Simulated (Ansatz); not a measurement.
Geometry optimisation of `N[Si@H]1O[C@H]1Cl`.

```yaml
crystal:
  periodic: [false, false, false]
  atoms:
    - {symbol: N, position_ang: [-0.519438, -0.759876, -1.348044]}
    - {symbol: Si, position_ang: [0.242814, -0.678042, 0.178099]}
    - {symbol: O, position_ang: [1.406490, 0.546195, 0.567239]}
    - {symbol: C, position_ang: [0.129025, 0.875606, 1.131334]}
    - {symbol: Cl, position_ang: [-0.708091, 2.291670, 0.341750]}
    - {symbol: H, position_ang: [-0.891478, 0.103600, -1.753869]}
    - {symbol: H, position_ang: [-0.284544, -1.462952, -2.050947]}
    - {symbol: H, position_ang: [0.580061, -2.031311, 0.697164]}
    - {symbol: H, position_ang: [0.133761, 1.068709, 2.220173]}
basis:
  gaussian: {orbitals: def2-TZVP}
hamiltonian: {xc: pbe0, dispersion: d4}
relax: {f_tol: 0.005, max_steps: 150}
```

```sh
$ ansatz run in.yaml --threads 4 --pin off --events-out ev --progress --plain --max-ram 10444MiB
```

Output, abridged:

```
Functional definition: PBE0
mean field -25029.93280705 eV, -919.8330647613 hartree, gradient 3.4e-5 eV, S^2 0.000000; 0 other end points of the search recorded, 0 dependent functions left out
relax step   1: F+E_penalty+E_count = -25030.11679989 eV  Δ(F+E_penalty+E_count) = +0.000e0 eV  max|allowed force component| = 1.051e0 eV/Å  Δτ_max = 0.0000 Å  (29 SCF iters, accepted)
mean field -25029.99765341 eV, -919.8354478211 hartree, gradient 1.2e-5 eV, S^2 0.000000; 0 other end points of the search recorded, 0 dependent functions left out
relax step   2: F+E_penalty+E_count = -25030.18219228 eV  Δ(F+E_penalty+E_count) = -6.539e-2 eV  max|allowed force component| = 7.224e-1 eV/Å  Δτ_max = 0.0299 Å  (34 SCF iters, accepted)
mean field -25030.02672305 eV, -919.8365161105 hartree, gradient 1.3e-5 eV, S^2 0.000000; 0 other end points of the search recorded, 0 dependent functions left out
relax step   3: F+E_penalty+E_count = -25030.21196722 eV  Δ(F+E_penalty+E_count) = -2.977e-2 eV  max|allowed force component| = 3.415e-1 eV/Å  Δτ_max = 0.0399 Å  (32 SCF iters, accepted)
mean field -25030.03146749 eV, -919.8366904655 hartree, gradient 1.0e-5 eV, S^2 0.000000; 0 other end points of the search recorded, 0 dependent functions left out
relax step   4: F+E_penalty+E_count = -25030.21640732 eV  Δ(F+E_penalty+E_count) = -4.440e-3 eV  max|allowed force component| = 2.079e-1 eV/Å  Δτ_max = 0.0242 Å  (33 SCF iters, accepted)
mean field -25030.03753190 eV, -919.8369133286 hartree, gradient 9.8e-6 eV, S^2 0.000000; 0 other end points of the search recorded, 0 dependent functions left out
relax step   5: F+E_penalty+E_count = -25030.22187361 eV  Δ(F+E_penalty+E_count) = -5.466e-3 eV  max|allowed force component| = 1.119e-1 eV/Å  Δτ_max = 0.0664 Å  (31 SCF iters, accepted)
mean field -25030.03332440 eV, -919.8367587057 hartree, gradient 8.7e-6 eV, S^2 0.000000; 0 other end points of the search recorded, 0 dependent functions left out
relax step   6: F+E_penalty+E_count = -25030.21784870 eV  Δ(F+E_penalty+E_count) = +4.025e-3 eV  max|allowed force component| = 1.756e-1 eV/Å  Δτ_max = 0.0596 Å  (31 SCF iters, rejected (line search))
mean field -25030.03936308 eV, -919.8369806232 hartree, gradient 9.8e-6 eV, S^2 0.000000; 0 other end points of the search recorded, 0 dependent functions left out
relax step   7: F+E_penalty+E_count = -25030.22374227 eV  Δ(F+E_penalty+E_count) = -1.869e-3 eV  max|allowed force component| = 2.367e-2 eV/Å  Δτ_max = 0.0291 Å  (33 SCF iters, accepted)
mean field -25030.04032727 eV, -919.8370160567 hartree, gradient 9.6e-6 eV, S^2 0.000000; 0 other end points of the search recorded, 0 dependent functions left out
relax step   8: F+E_penalty+E_count = -25030.22451545 eV  Δ(F+E_penalty+E_count) = -7.732e-4 eV  max|allowed force component| = 1.120e-1 eV/Å  Δτ_max = 0.0434 Å  (32 SCF iters, accepted)
mean field -25030.04057965 eV, -919.8370253314 hartree, gradient 9.4e-6 eV, S^2 0.000000; 0 other end points of the search recorded, 0 dependent functions left out
relax step   9: F+E_penalty+E_count = -25030.22463660 eV  Δ(F+E_penalty+E_count) = -1.211e-4 eV  max|allowed force component| = 6.815e-2 eV/Å  Δτ_max = 0.0123 Å  (34 SCF iters, accepted)
mean field -25030.04085651 eV, -919.8370355057 hartree, gradient 9.3e-6 eV, S^2 0.000000; 0 other end points of the search recorded, 0 dependent functions left out
relax step  10: F+E_penalty+E_count = -25030.22498661 eV  Δ(F+E_penalty+E_count) = -3.500e-4 eV  max|allowed force component| = 2.358e-2 eV/Å  Δτ_max = 0.0138 Å  (34 SCF iters, accepted)
mean field -25030.04086448 eV, -919.8370357987 hartree, gradient 9.3e-6 eV, S^2 0.000000; 0 other end points of the search recorded, 0 dependent functions left out
relax step  11: F+E_penalty+E_count = -25030.22507415 eV  Δ(F+E_penalty+E_count) = -8.755e-5 eV  max|allowed force component| = 2.672e-2 eV/Å  Δτ_max = 0.0130 Å  (33 SCF iters, accepted)
mean field -25030.04097848 eV, -919.8370399880 hartree, gradient 9.3e-6 eV, S^2 0.000000; 0 other end points of the search recorded, 0 dependent functions left out
relax step  12: F+E_penalty+E_count = -25030.22513065 eV  Δ(F+E_penalty+E_count) = -5.649e-5 eV  max|allowed force component| = 6.337e-3 eV/Å  Δτ_max = 0.0055 Å  (34 SCF iters, accepted)
mean field -25030.04098389 eV, -919.8370401868 hartree, gradient 9.3e-6 eV, S^2 0.000000; 0 other end points of the search recorded, 0 dependent functions left out
relax step  13: F+E_penalty+E_count = -25030.22513555 eV  Δ(F+E_penalty+E_count) = -4.900e-6 eV  max|allowed force component| = 1.892e-3 eV/Å  Δτ_max = 0.0028 Å  (34 SCF iters, accepted)
mean field -25030.04098389 eV, -919.8370401868 hartree, gradient 9.3e-6 eV, S^2 0.000000; 1 other end points of the search recorded, 0 dependent functions left out
Total energy: -25030.22516551 eV, -919.8438087364 hartree
Atom 0 at    -0.411970    -0.724241    -1.388103 Å, force    -0.000084    -0.000183     0.000269 eV/Å
Atom 1 at     0.264000    -0.610697     0.144667 Å, force     0.001892     0.000289     0.001470 eV/Å
Atom 2 at     1.361054     0.584906     0.517476 Å, force    -0.001644     0.000072    -0.001153 eV/Å
Atom 3 at     0.091687     0.873406     1.152773 Å, force    -0.001044     0.000635    -0.000440 eV/Å
Atom 4 at    -0.736056     2.292626     0.472952 Å, force     0.000988    -0.000718    -0.000097 eV/Å
Atom 5 at    -0.742779     0.075782    -1.901031 Å, force     0.000030     0.000413    -0.000481 eV/Å
Atom 6 at    -0.458708    -1.585536    -1.903032 Å, force    -0.000118    -0.000114    -0.000496 eV/Å
Atom 7 at     0.555411    -1.960069     0.660183 Å, force    -0.000326    -0.000213    -0.000102 eV/Å
Atom 8 at     0.165960     1.007424     2.227015 Å, force     0.000306    -0.000181     0.001030 eV/Å
Dipole moment:    -0.212252    -0.616280    -0.254550 e Å
```

Hardware: 4 threads of an Arm Neoverse V1 on a shared host. Wall time 50 s, peak host memory 0.49 GiB.
